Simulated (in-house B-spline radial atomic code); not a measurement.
A run on Ga- that did not converge. Method: scalar-relativistic (X2C) PBE0, spin-polarised, spherical fractional occupations, Fermi nucleus of rms radius 3.9973 fm; computed with a B-spline radial code for spherical atoms.

Command:
```bash
python run_scf.py task.json out
```
Settings (nuclear radius in fm, mass in u):
```
Z                31
configuration    [Ar] 3d10 4s2 4p2
hamiltonian      x2c
method           pbe0
spin_polarised   True
nucleus          fermi
rms_radius       3.9973
atomic_mass      68.92557
speed_of_light   137.035999084
```

First and last ten iterations of the last attempt (damped for 15 steps, keeping 80 % of the old Fock matrix, then DIIS):
```
 iter        energy (Eh)    residual
    1       -1943.066430    3.63e-01
    2       -1943.279062    7.32e-02
    3       -1943.586814    4.77e-02
    4       -1943.404772    3.35e-02
    5       -1943.614050    2.55e-02
    6       -1943.624138    1.86e-02
    7       -1943.628595    1.38e-02
    8       -1943.417616    2.28e-02
    9       -1943.616107    1.02e-02
   10       -1943.624161    6.40e-03
  111       -1943.639185    1.48e-04
  112       -1943.639195    9.18e-05
  113       -1943.639198    4.93e-05
  114       -1943.639194    9.35e-05
  115       -1943.639195    9.80e-05
  116       -1943.639198    5.16e-05
  117       -1943.639200    1.79e-05
  118       -1943.639200    2.34e-05
  119       -1943.639200    1.05e-05
  120       -1943.639200    5.41e-06
 not converged after 120 iterations
```

The smallest residual met was 5.4e-06; the threshold is about 3e-07. Over the last five steps the energy moves by less than 4e-06 hartree, but the orbitals didn't meet the threshold.Radii and densities under X2C are those of the two-component orbitals, without the picture-change correction, which makes inner s shells of heavy atoms about 5 % too small.
